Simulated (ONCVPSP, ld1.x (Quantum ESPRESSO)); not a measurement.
**Potentials for Al (Z = 13) compared**

Generated with ld1.x 7.5 (TM, RRKJ, ultrasoft, PAW), atompaw 4.2 or ONCVPSP 4.0.1. The cutoff is in Ry: for ld1.x and atompaw files where the sum of valence levels is converged to 10 mRy in a Bessel basis, for ONCV files where the hardest occupied wave has 1 mHa per electron of residual kinetic energy. The error is the largest all-electron minus pseudo excitation energy over each file’s own four to seven test configurations (ionisations up to +4, promotions, holes and added fractions of an electron), all of which were solved. The labels leave out finer settings (local radius, basis sizes, second energies), which also bear on the numbers. Spin-polarised tests are not counted. The rows are a selection from randomly drawn settings: files with unsolved tests, undetermined cutoffs or missed reference levels are left out.

| potential | cutoff (Ry) | largest error (meV) | bound ghosts |
| --- | --- | --- | --- |
| ultrasoft, LDA (PZ), scalar-relativistic, rc 2.35/2.10 (sp), local smoothed, core correction no, reference 3s1 3p2 | 6 | +43 | none |
| TM, PBE, scalar-relativistic, rc 1.45/2.15/2.10 (spd), local smoothed, core correction yes, reference 3s2 3p0 | 35 | -20 | none |
| TM semilocal, PBE, non-relativistic, rc 2.15/2.30 (sp), local p, core correction yes, reference 3s2 3p0 | 10 | -18 | none |
| TM, PBE, scalar-relativistic, rc 1.75/2.05/2.05 (spd), local smoothed, core correction yes, reference 3s2 3p0 | 10 | +10 | none |
| ONCV, PBE, scalar-relativistic, rc 0.85/1.05/0.95 (spd), local smoothed, core correction no, reference 2s2 2p6 3s2, qcut 16.7/13.5/9, projectors 2/2/2 | 159 | -3.2 | none |
| TM, LDA (PZ), non-relativistic, rc 1.70/2.10/2.20 (spd), local d, core correction no, reference 3s1 3p2 | 8 | +55 | none |

Problem. Fill in the row for Al: TM semilocal, PBE, scalar-relativistic, rc 1.35/2.00/1.90 (spd), local d, core correction no, reference 3s1.5 3p0.

Solution. cutoff 40 Ry, largest error +13 meV, bound ghosts: none.
